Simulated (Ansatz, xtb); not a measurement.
# A geometry optimisation of F2NSi2+ with r2SCAN-D4/def2-SVP

The starting geometry of this gas-phase singlet has its atoms placed at random.

```xyz
5

F     0.2439   -0.9082   -0.4149
F    -1.7100   -0.4254    0.2397
N    -0.0589    0.6274    1.7058
Si   -0.4979   -0.8794    1.0409
Si   -1.0000    1.7400    0.3921
```

Task: One run relaxed it with r2SCAN-D4/def2-SVP. What is a likely outcome?

Result: It ends as `F[Si](F)=[N+]=[Si]`. Distances that change by over a tenth: N3–Si5 (1.96 → 1.62 Å).

The energy falls by 5.26 eV over 11 steps:

| step | E − E(last) (eV) |
| --- | --- |
| 1 | 5.260 |
| 2 | 3.221 |
| 3 | 2.168 |
| 4 | 1.351 |
| 5 | 0.792 |
| 7 | 0.260 |
| 8 | 0.096 |
| 9 | 0.012 |
| 10 | 0.000 |
| 11 | 0.000 |

Final geometry (Å):

```
atom    x (Å)    y (Å)    z (Å)
   F   0.5812  -1.4335  -0.0189
   F  -1.9963  -1.3272   0.2197
   N  -0.5352   0.9686   0.9198
  Si  -0.6463  -0.5485   0.3906
  Si  -0.4263   2.4951   1.4524
```

From the same start GFN2-xTB reaches the same bonding as this run.

From so rough a start the end depends on the optimiser's path, so another program may land elsewhere. No frequencies were run, so the end isn't proven a minimum. Run with Ansatz 0.2.0, 15 s on 1 thread of Intel(R) Xeon(R) 6975P-C (Granite Rapids), on a shared host.
